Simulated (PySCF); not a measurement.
B(AsH2)2(OH) (As₂BH₅O), SMILES B([AsH2])(O)[AsH2].

The structure is a stationary point at B3LYP-D3(BJ)/def2-SVP. This is a generated structure with no PubChem entry under its InChIKey; it may be hypothetical. One conformer was computed; it need not be the lowest.

Two levels are set side by side: TDA-PBE/def2-SVPD (PySCF) and TDA-B3LYP/def2-SVPD (PySCF). Vertical, same geometry. The lowest singlet is HOMO→LUMO 95 % with PBE and HOMO→LUMO 94 % with the other functional; states are paired by order. Differences are taken from unrounded values.

```tsv
quantity	TDA-B3LYP	TDA-PBE	TDA-PBE minus TDA-B3LYP
lowest singlet excitation (eV)	4.71	4.48	-0.23
lowest triplet excitation (TDA) (eV)	4.03	3.76	-0.27
first bright state (f over 0.05) (eV)	5.52	5.08	-0.44
its oscillator strength	0.06	0.05	-0.01
```

A lower first singlet is the usual sign of a functional without exact exchange. Differences between two approximate levels are no errors against the true value.

Rough cost on one machine, each run with all the roots and properties that it gave: TDA-B3LYP against TDA-PBE within a factor of 2.
